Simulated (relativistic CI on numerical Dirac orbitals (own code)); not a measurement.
## One change at a time: Mo²⁺

Base calculation: Dirac-Coulomb-Breit CI, separate exchange-only KLI orbitals for each configuration, model QED, valence Slater integrals scaled by 0.85, P86 correlation energy added to each configuration.

CI space (outside the closed core [Kr]): 4d⁴, 4d³5s, 4d³5p, 4d²5s², 4d³4f, 4d²5s5p, 4d³5d, 4d³6s, 4d³6p, 4d²4f², 4d³6d, 4d³5f, 4d³5g, 4d²5p², 4d³6f, 4d³6g. Levels of other configurations are missing.

Variants: (1) Slater integrals left unscaled; (2) no correlation estimate; (3) only the first configuration; (4) non-relativistic limit. Shifts of the energy above 4d⁴ ⁵D0, in cm⁻¹, for the lowest level and the first level of each name with at least 55 % of one term (blank where a level changes its place among those of its configuration and J or its character, or is not in the variant):

```
  Level     Base     Δ(1)    Δ(2)     Δ(3)     Δ(4)  Measured
4d⁴ ⁵D0      0.0      0.0     0.0      0.0      0.0       0.0
4d⁴ ⁵D1    207.3     -6.2    +0.2     -1.9   -207.3     242.0
4d⁴ ⁵D2    583.2    -10.4    +0.3     -1.8   -583.2     668.2
4d⁴ ⁵D3   1086.1     -6.5    +0.1     +2.8  -1086.1    1224.0
4d⁴ ⁵D4   1684.7     +7.6    -0.3    +12.6  -1684.7    1872.3
4d⁴ ³P0  12066.6  +1989.8  -108.1  +1365.9  +1456.1   11149.2
4d⁴ ³P1  13161.1  +1971.9  -113.0  +1412.0   +361.6   12510.3
4d⁴ ³H4  13244.8  +2253.9    -3.6    -90.5   -218.0   12679.6
4d⁴ ³H5  13738.0  +2236.6    -1.7   -110.7   -711.2   13275.5
4d⁴ ³H6  14205.1  +2240.3    -0.8   -126.0  -1178.3   13811.2
4d⁴ ³F2  14646.2            -72.6   +742.2            13928.7
4d⁴ ³F3  14703.5  +2315.2   -61.1   +594.3   -324.0   13948.2
4d⁴ ³P2  14872.9           -115.4  +1433.8            14357.6
4d⁴ ³F4  14981.6  +2305.6   -56.0   +564.7   -602.1   14296.1
```

Correlation outside the listed configurations is missing or only estimated: errors of thousands of cm⁻¹ between configurations and terms are usual at this charge. Rates and lifetimes follow the computed energies and can be off by large factors. The fine structure of a lone outer electron comes out too small, for d and f at times inverted, and misplaced configurations move strength between like terms. 61 of the 67 excited levels that our extract of the measured tables holds in this range could be paired (the sources list more); they are missed by 2282 cm⁻¹ on average and 4519 at most, and levels without a partner can miss by more.

Measured levels: Sugar and Musgrove, J. Phys. Chem. Ref. Data 17, 155 (1988).

Ionisation energy from the two ground configurations alone: base 27.08 eV; Slater integrals left unscaled 27.2 eV; no correlation estimate 25.9 eV. The NIST ASD value (semi-empirical) is 27.13 eV.
